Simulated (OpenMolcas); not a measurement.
# Levels of Mn3+ by method

```yaml
Program: OpenMolcas
Basis: ANO-RCC-VQZP [7s6p4d3f2g1h]
Scalar_Hamiltonian: DKH2, point nucleus
Active_space: 4 electrons in 5 orbitals (3d)
State_averaging: 2S+1 = 5 even, 5 roots; 2S+1 = 3 even, 45 roots; 2S+1 = 1 even, 50 roots
Spin-orbit_coupling: RASSI with atomic mean-field integrals over the reference wave functions, term energies averaged over their components
```

Methods on the same reference wave functions:
A. CASSCF
B. SS-CASPT2, IPEA 0.25 Eh, imaginary shift 0.1 Eh (closed shells correlated: 3s 3p)
C. MS-CASPT2, IPEA 0.25 Eh, imaginary shift 0.1 Eh (closed shells correlated: 3s 3p)

Energies in cm-1 above 3d4 5D0, the measured ground level; measured values from Corliss and Sugar, J. Phys. Chem. Ref. Data 6, 1253 (1977).

| Level | A | B | C | Measured |
| --- | --- | --- | --- | --- |
| 3d4 5D0 | 0.0 | 0.0 | 0.0 | 0.0 |
| 3d4 5D1 | 98.9 | 101 | 101 | 99.0 |
| 3d4 5D2 | 293 | 297 | 297 | 287 |
| 3d4 5D3 | 574 | 579 | 580 | 552 |
| 3d4 5D4 | 936 | 939 | 939 | 886 |
| 3d4 3H4 | 23825 | 21250 | 21250 | 21281 |
| 3d4 3H5 | 24030 | 21460 | 21460 | 21475 |
| 3d4 3H6 | 24262 | 21700 | 21700 | 21679 |
| 3d4 3P0(1) | 25694 | 20570 | 20560 | 20654 |
| 3d4 3P1(1) | 26280 | 21170 | 21160 | 21279 |
| 3d4 3P2(1) | 27336 | 22220 | 22220 | 22325 |
| 3d4 3F2(1) | 27405 | 22790 | 22780 | 22791 |
| 3d4 3F3(1) | 27473 | 22860 | 22860 | 22862 |
| 3d4 3F4(1) | 27585 | 22980 | 22980 | 22959 |
| 3d4 3G3 | 30013 | 25650 | 25650 | 25440 |
| 3d4 3G4 | 30263 | 25900 | 25900 | 25671 |
| 3d4 3G5 | 30473 | 26130 | 26130 | 25878 |
| 3d4 1I6 | 35799 | 32130 | 32130 |  |
| 3d4 1G4(1) | 37751 | 31680 | 31670 |  |
| 3d4 3D3 | 38732 | 31840 | 31840 | 31385 |
| 3d4 3D2 | 38813 | 31920 | 31920 | 31474 |
| 3d4 3D1 | 38902 | 32010 | 32010 | 31581 |
| 3d4 1S0(1) | 43801 | 34190 | 34190 |  |
| 3d4 1D2(1) | 46823 | 40390 | 40390 |  |

Deviations, from unrounded energies. A percentage is the sum of absolute deviations over the sum of measured energies, with the sign that they share, or ± where signs differ.

```csv
Against measurement,Levels,A,B,C
mean absolute deviation (cm-1),19,3800,130,130
fine structure of the ground term (%),4,±4.3,+5.0,+5.1
other terms of the ground configuration (%),15,+19.6,±0.7,±0.7
```

B, C lie about equally close to measurement and A furthest from it. The largest miss of B in the table is 3d4 3D3, by +450 cm-1. The ranking rests on the paired levels alone, and a cruder setting can come out closer through cancelling errors.

Between B and C the level of the table that moves most is 3d4 3P0(1), by 14 cm-1 (lowest in C, highest in B). Moves below CASPT2's spread within the term are not significant.

The two smallest mean deviations differ by little beside CASPT2's spread within terms, so their order carries little weight.

From A to B the spin-free energies of the other terms of 3d4 shown, above 5D, scale by factors of 0.78 to 0.90, as is usual when dynamic correlation screens the repulsion within a d or f shell.

The lowest spin-free term lies below A's lowest term by 0.419 hartree in B, 0.419 hartree in C.

Term energies are means over components that CASPT2 splits; among the terms shown or strongly mixed into the levels shown the widest spread is 1200 cm-1 (3d4 1I, C). The CASPT2 spread within a term exceeds the gap to the next term for 3d4 3D and 3d4 1I, so the order of their levels is uncertain (figures for B; the like holds for C). Without dynamic correlation excited terms often stand tens of per cent too high (terms of higher spin than the ground term too low), and those without a measured partner can miss by more than the paired ones (holds for A). Measured partners are found by configuration, term and J. A level has none where our copy of the source lacks it or the pairing is in doubt (some pairs that miss far off the trend of their configuration count as doubtful), and it then counts in no deviation. Levels of configurations outside the active space are missing. The table leaves out levels that lie high or whose names do not pair safely across all columns.

A number in round brackets counts repeated terms of one configuration in the order of the reference energies.
